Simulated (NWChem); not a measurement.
Species: Si2H3F, singlet; SMILES [Si](F)[SiH3]

All runs: NWChem. Low-valent species are run as closed-shell singlets; no triplet was tried in these runs. The geometry was optimised at PBE0/def2-SVP. Ions are spin-unrestricted doublets at the neutral geometry; other ion states weren't tried.

Problem. Estimate the computed values for PBE/def2-SVP. Quantities: vertical ionisation energy, ΔSCF (eV); −ε(HOMO) (eV).

Solution. The vertical ionisation energy, ΔSCF (eV) is 8.43 and the −ε(HOMO) (eV) is 5.38.
